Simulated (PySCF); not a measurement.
**[Fe(H2O)6]3+: what the settings change**

[Fe(H2O)6]3+ holds Fe(III), d5, at total charge +3. The structure is a PBE0-D3(BJ)/def2-SVP, IEF-PCM water geometry optimised for multiplicity 6; coordination octahedral, point group Th, metal–donor distances 2.00 Å.

```
19

Fe    0.000    0.000    0.000
O     0.000    2.000    0.000
H     0.000    2.565    0.791
H     0.000    2.565   -0.791
O     0.000   -2.000    0.000
H     0.000   -2.565    0.791
H     0.000   -2.565   -0.791
O     0.000    0.000    2.000
H     0.791    0.000    2.565
H    -0.791    0.000    2.565
O     0.000    0.000   -2.000
H     0.791    0.000   -2.565
H    -0.791    0.000   -2.565
O     2.000    0.000    0.000
H     2.565    0.791    0.000
H     2.565   -0.791    0.000
O    -2.000    0.000    0.000
H    -2.565    0.791    0.000
H    -2.565   -0.791    0.000
```

Method (PySCF 2.14, density fitting): CASSCF(5,5) with orbitals averaged over all microstates of the shell, strongly contracted NEVPT2 on the averaged canonical orbitals; basis x2c-TZVPall on the metal, x2c-SVPall elsewhere; spin-free X2C; IEF-PCM water; spin-orbit coupling by state interaction with the mean-field operator over all roots.

Base run: NEVPT2 ground state 6Ag, next 4Tg at 19202, then 2Tg at 23554 cm⁻¹, 10Dq(CASSCF) 11534, B(CASSCF) 1182, ζ 442 cm⁻¹, g 2.002 2.002 2.002, μeff(300 K) 5.92 μB.

(1) What happens with the basis x2c-TZVPall on all atoms?

(2) What happens with orbitals averaged over the highest spin alone?

NEVPT2 on the d shell alone tends to put d–d bands too high for such charged or covalently bound ions.

Answers

(1) NEVPT2 ground state 6Ag, next 4Tg at 19478, then 2Tg at 24097 cm⁻¹, 10Dq(CASSCF) 11431, B(CASSCF) 1184, ζ 442 cm⁻¹, g 2.002 2.002 2.002, μeff(300 K) 5.92 μB. It took 44 s against 21 s on a shared host of the same kind.

(2) NEVPT2 ground state 6Ag, next 4Tg at 20917, then 2Tg at 26647 cm⁻¹, 10Dq(CASSCF) 11343, B(CASSCF) 1239, ζ 460 cm⁻¹, g 2.002 2.002 2.002, μeff(300 K) 5.92 μB.
